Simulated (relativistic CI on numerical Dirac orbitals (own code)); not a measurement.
**Hyperfine structure of Yb41+, mass number 171**

Computed by Dirac-Coulomb-Breit CI, KLI orbitals optimised for each configuration, model QED (radiative potential, 1s self-energy scaled to tabulated hydrogen-like ionisation energies), unscaled Slater integrals (own radial code, finite nucleus).

Configurations in the expansion (outside the closed core [Ar]): 3d¹⁰4s, 3d¹⁰4p, 3d¹⁰4d, 3d¹⁰4f, 3d¹⁰5s, 3d¹⁰5p, 3d¹⁰5d, 3d¹⁰5f, 3d¹⁰5g, 3d⁹4p², 3d¹⁰6s, 3d¹⁰6p, 3d¹⁰6d, 3d⁸4s4p², 3d⁹4s², 3d⁹4p4d. Levels of other configurations are missing.

Nuclear spin I = 1/2, μ = 0.4923 μN (tables of Stone and Pyykkö). The electronic factors are computed for point nuclear moments, without core polarisation or the Bohr-Weisskopf and QED corrections.

| Level | E (10³ cm⁻¹) | A (GHz) |
| --- | --- | --- |
| 3d¹⁰4s ²S1/2 | 0.0 | 1268 |
| 3d¹⁰4p ²P°1/2 | 710.2 | 398.3 |
| 3d¹⁰4p ²P°3/2 | 1318.0 | 48.38 |
| 3d¹⁰4d ²D3/2 | 2427.0 | 24.31 |
| 3d¹⁰4d ²D5/2 | 2555.7 | 9.756 |
| 3d¹⁰4f ²F°5/2 | 3743.5 | 5.038 |
| 3d¹⁰4f ²F°7/2 | 3773.7 | 2.751 |
| 3d¹⁰5s ²S1/2 | 6603.0 | 591.7 |

Levels with J = 0, under 50 % of one LS term, or S terms without an open s electron are left out. Small factors come from cancelling terms and can be off by tens of per cent or more.

At this charge energies of transitions that change n are usually good to better than 1 %, and those within a shell (Δn = 0) to a few per cent.

Task: Give the hyperfine levels of 3d¹⁰4s ²S1/2 relative to its centre of gravity.

Result: With K = F(F + 1) − I(I + 1) − J(J + 1), E = AK/2: F = 0: -950.8, F = 1: 316.9 GHz.

LS names give the leading component of a level, which can be under half, so a name can repeat, a term be missing and a line seem to break the LS rules.
